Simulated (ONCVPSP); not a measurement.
**Configuration tests for barium (Ba) (ONCV)**

Ba, optimised norm-conserving Vanderbilt (ONCV), made with ONCVPSP 4.0.1 (LDA (Perdew-Wang 92), fully relativistic). Core [Kr] 4d10, reference 5s2 5p6 6s1 6p1. Waves: 5s+6s: rc 2.90 bohr, ncon 3, nbas 6, qcut 3.5 1/bohr, 3 projectors, debl 1.7 Ha; 5p+6p: rc 3.40 bohr, ncon 4, nbas 8, qcut 4.6 1/bohr, 2 projectors; d scattering state at 0.14 Ha: rc 3.35 bohr, ncon 4, nbas 9, qcut 2.5 1/bohr, 3 projectors, debl 3.3 Ha. Local part: polynomial inside 2.00 bohr (lpopt 4, dvloc0 0 Ha). Core correction: Teter function, fcfact 2.25, rcfact 1.3.

Open shells are filled in proportion to 2j + 1.

In the d channel the program set the typed energies aside and used -0.107, 3.193, 6.493 Ha (j = l + 1/2; the other j can differ).

Energies are relative to the spin-unpolarised reference configuration 5s2 5p6 6s1 6p1; without spin polarisation the order of configurations can differ from experiment.

```json
{"valence configuration": "5s2 5p6 6s1 6p0", "charge": "+1", "ΔE all-electron (eV)": "3.423", "error AE − PS (meV)": "0.0"}
{"valence configuration": "5s2 5p6 6s0 6p0", "charge": "+2", "ΔE all-electron (eV)": "13.587", "error AE − PS (meV)": "-1.3"}
```

Problem. What are ΔE and the potential's error for 5s2 5p6 6s2 6p0?

Solution. ΔE = -2.114 eV all-electron; the error (AE − PS) is -0.6 meV.

Problem. What are ΔE and the potential's error for 5s2 5p6 5d0.5 6s1.5 6p0?

Solution. ΔE = -1.470 eV all-electron; the error (AE − PS) is -0.2 meV.

These tests converged, but a pseudo level misses the all-electron one widely, so the file describes the atom poorly there or has found another state: 5s2 5p6 5d0.5 6s1.5 6p0: empty 6p by 2.0 eV.

Note: ghosts flagged at negative energy: d5/2 at -23054.7 eV, d3/2 at -6152.3 eV; GHOST(+) flagged for d5/2 at 91.7 eV, d3/2 at 92.1 eV, s at 129.0 eV, d3/2 at 160.7 eV, d5/2 at 304.9 eV and 2 more. A true bound ghost makes a file unfit for plane-wave use.
